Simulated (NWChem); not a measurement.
C₂H₈AlN; SMILES C[N](C)[AlH2]

```xyz
12

Al     0.0000     0.0000     1.4806
H      0.0000     1.4098     2.2086
H      0.0000    -1.4098     2.2086
N      0.0000     0.0000    -0.3094
C      0.0000    -1.2098    -1.1203
C      0.0000     1.2098    -1.1203
H     -0.8872    -1.2582    -1.7724
H      0.8872    -1.2582    -1.7724
H      0.0000    -2.1000    -0.4831
H      0.8872     1.2582    -1.7724
H     -0.8872     1.2582    -1.7724
H      0.0000     2.1000    -0.4831
```
Atoms are numbered in this order, from 1.

Results from NWChem. Medium grid unless said otherwise, to which SCAN and Minnesota functionals are sensitive. All runs use the structure optimised with B3LYP/6-31G* (spherical d). B3LYP is NWChem's, with the RPA form of VWN correlation.

For level M06-2X/def2-TZVP:

```
Property                     Value
---------------------------  -----
highest occupied level (eV)  -7.69
orbital gap (eV)              7.53
dipole (D)                    0.88
```

Question: What are these values for level B3LYP/def2-TZVP?

Answer: 
- highest occupied level (eV): -6.25
- orbital gap (eV): 5.28
- dipole (D): 1.01
